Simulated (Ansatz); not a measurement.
The cluster BeTe2⁻. Charge -1, multiplicity 2. Geometry PBE-D4/def2-TZVPD; atoms count from 1.

```xyz
3

Be   -0.220   -1.189   -0.360
Te   -0.031    1.026   -1.162
Te    0.251    0.162    1.522
```

In the def2 sets Te takes a core potential; there is no spin–orbit coupling. Another isomer (doublet) lies 1.14 eV lower at PBE0-D4/def2-TZVPD; other spin states weren't run for this one.

(1) Estimate the Mulliken populations from the PBE0/def2-TZVPD orbitals of Ansatz.

(2) Where does the spin sit?

(3) And the Mayer bond orders between bonded heavy atoms (over 0.3)?

Answers

(1) 
```tsv
atom	charge (e)	spin (α − β)
Be1	-0.48	0.95
Te2	-0.26	0.03
Te3	-0.26	0.03
```
Mulliken values and Mayer orders depend strongly on the basis. With diffuse functions, as here, like atoms can get unlike values, and bond orders can come out too low or too high.

(2) Summed by element: Be 0.95, Te 0.05, of 1 unpaired in all. Largest on single atoms: Be1 0.95, Te2 0.03, Te3 0.03.

(3) Be1–Te2 1.06 (2.36 Å); Be1–Te3 1.06 (2.36 Å); Te2–Te3 0.89 (2.83 Å).
